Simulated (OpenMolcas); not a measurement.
Levels of S2+ by method

```yaml
Program: OpenMolcas 26.06
Basis: ANO-R2 [5s4p3d1f]
Scalar_Hamiltonian: X2C, finite nucleus
Active_space: 4 electrons in 8 orbitals (3s 3p 4s 4p)
State_averaging: 2S+1 = 3 even, 3 roots; 2S+1 = 1 even, 9 roots; 2S+1 = 5 odd, 1 root; 2S+1 = 3 odd, 9 roots; 2S+1 = 1 odd, 8 roots
Spin-orbit_coupling: state interaction with AMFI integrals over the reference wave functions, term energies averaged over their components
```

Methods on the same reference wave functions:
A. CASSCF
B. SS-CASPT2, IPEA 0.25 Eh, imaginary shift 0.1 Eh (closed shells correlated: 2s 2p)

Energies in cm-1 above 3s2 3p2 3P0, the measured ground level; measured values from NIST levels in Podobedova, Kelleher and Wiese, J. Phys. Chem. Ref. Data 38, 171 (2009).

| Level | A | B | Measured |
| --- | --- | --- | --- |
| 3s2 3p2 3P0 | 0.0 | 0.0 | 0.0 |
| 3s2 3p2 3P1 | 261 | 260 | 299 |
| 3s2 3p2 3P2 | 738 | 734 | 833 |
| 3s2 3p2 1D2 | 14344 | 11610 | 11323 |
| 3s2 3p2 1S0 | 25589 | 26960 | 27161 |
| 3s 3p3 5S* 2 | 47083 | 55320 | 58672 |
| 3s 3p3 3D* 1 | 93508 | 81450 | 84019 |
| 3s 3p3 3D* 2 | 93532 | 81480 | 84047 |
| 3s 3p3 3D* 3 | 93588 | 81530 | 84099 |
| 3s 3p3 3P* 0 | 106609 | 99970 |  |
| 3s 3p3 3P* 1 | 106637 | 99990 |  |
| 3s 3p3 3P* 2 | 106690 | 100040 |  |
| 3s 3p3 1D* 2 | 145092 | 122220 | 151979 |
| 3s 3p3 3S* 1 | 149859 | 136930 | 138067 |

Deviations, from unrounded energies. A percentage is the sum of absolute deviations over the sum of measured energies, with the sign that they share, or ± where signs differ.

```csv
Against measurement,Levels,A,B
mean absolute deviation (cm-1),10,6300,4300
fine structure of the ground term (%),2,-11.7,-12.1
other terms of the ground configuration (%),2,±11.9,±1.3
other configurations (%),6,±9.8,-7.0
```

B lies closest to measurement on these levels. The largest miss of B in the table is 3s 3p3 1D* 2, by -30000 cm-1. The ranking rests on the paired levels alone, and a cruder setting can come out closer through cancelling errors.

From A to B the spin-free energies of the other terms of 3s2 3p2 shown, above 3P, scale by factors of 0.80 to 1.05.

The lowest spin-free term lies below A's lowest term by 0.255 hartree in B.

Term energies are means over components that CASPT2 splits; among the terms shown or strongly mixed into the levels shown the widest spread is 320 cm-1 (3s 3p3 3D*, B). Over all roots computed the reference weight is 0.84 to 0.98 in B; the roots of lowest weight are the least certain, and an intruder state may touch them. The run also gave levels led by 3s2 3p 4p, which use shells meant for correlation; these and all levels above them are left out. Terms of s pⁿ other than that of highest spin mix with s² pⁿ⁻² d, which this space lacks; all of them can be thousands of cm-1 off, and some have no real level of that name. Computed and measured levels are paired by configuration, term and J; levels that our copy of the source lacks, or whose pairing is in doubt (as where it misses far off the trend of its configuration), stay unpaired and out of the deviations. Levels of configurations outside the active space are missing. The table leaves out levels that lie high or whose names do not pair safely across all columns.

* marks odd parity.
